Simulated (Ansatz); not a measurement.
```yaml
crystal:
  periodic: [false, false, false]
  atoms:
    - {symbol: N, position_ang: [-0.418273, -1.531727, -0.931163]}
    - {symbol: Si, position_ang: [0.072865, -0.968741, 0.603679]}
    - {symbol: Cl, position_ang: [2.087451, -1.360987, 1.070464]}
    - {symbol: Al, position_ang: [-0.083032, 1.469440, 0.649642]}
    - {symbol: O, position_ang: [-0.039048, 2.123013, -0.919187]}
    - {symbol: H, position_ang: [-0.478426, -2.516102, -1.139245]}
    - {symbol: H, position_ang: [-0.202021, -0.990304, -1.753074]}
    - {symbol: H, position_ang: [-0.666845, -1.761694, 1.618546]}
    - {symbol: H, position_ang: [-0.157500, 2.426224, 1.913759]}
    - {symbol: H, position_ang: [-0.032071, 3.059777, -1.110519]}
basis:
  gaussian: {orbitals: cc-pVDZ, final_grid: {core_spheres: 1, valence_spheres: 1, degree: 1}}
hamiltonian: {xc: {name: wB97M-V}}
scf: {lower_state_search: light}
output: {forces: true}
```

```sh
$ ansatz run in.yaml --threads 4 --pin off --events-out ev --progress --plain --max-ram 10444MiB
```

Output, abridged:

```
Functional definition: wB97M-V
1037 factors; integrals over basis functions are off by at most 1.3e-3 eV
324 factors; integrals over basis functions are off by at most 6.7e-6 eV
mean field evaluation 1: about -30608.6503 eV, gradient 6.2e1 eV
mean field evaluation 2: about -30606.3147 eV, gradient 7.3e1 eV
mean field evaluation 4: about -30616.0711 eV, gradient 2.8e0 eV
mean field evaluation 8: about -30590.6724 eV, gradient 1.2e1 eV
mean field evaluation 16: about -30591.2921 eV, gradient 7.6e-2 eV
mean field -30591.29214894 eV, -1124.2092509510 hartree, gradient 8.3e-5 eV, S^2 0.000000; 0 other end points of the search recorded, 0 dependent functions left out
reference -30591.29221617 eV, -1124.2092534215 hartree; 32, 32 occupied and 75, 75 virtual orbitals, 1037 factors
Total energy: -30591.29221617 eV, -1124.2092534215 hartree
Atom 0 at    -0.418273    -1.531727    -0.931163 Å, force    -0.565342    -0.065041     7.134611 eV/Å
Atom 1 at     0.072865    -0.968741     0.603679 Å, force     2.567360    -6.076007   -15.319989 eV/Å
Atom 2 at     2.087451    -1.360987     1.070464 Å, force    -2.057550    -0.431380     1.496418 eV/Å
Atom 3 at    -0.083032     1.469440     0.649642 Å, force    -0.895459    -2.246014    -0.501788 eV/Å
Atom 4 at    -0.039048     2.123013    -0.919187 Å, force     1.843049     7.193373    -0.761000 eV/Å
Atom 5 at    -0.478426    -2.516102    -1.139245 Å, force     1.611331     4.853480     1.781093 eV/Å
Atom 6 at    -0.202021    -0.990304    -1.753074 Å, force     0.109288    -2.202569     4.161161 eV/Å
Atom 7 at    -0.666845    -1.761694     1.618546 Å, force    -0.468175     4.611419    -1.336108 eV/Å
Atom 8 at    -0.157500     2.426224     1.913759 Å, force     0.258652     0.840159     1.665306 eV/Å
Atom 9 at    -0.032071     3.059777    -1.110519 Å, force    -2.403155    -6.477419     1.680296 eV/Å
Dipole moment:    -0.382549     0.198093    -0.527442 e Å
```

Problem. Something in this input is off. What?

Solution. The integration grid is far too coarse. The run converged. The result belongs to that input, not to the molecule as meant.
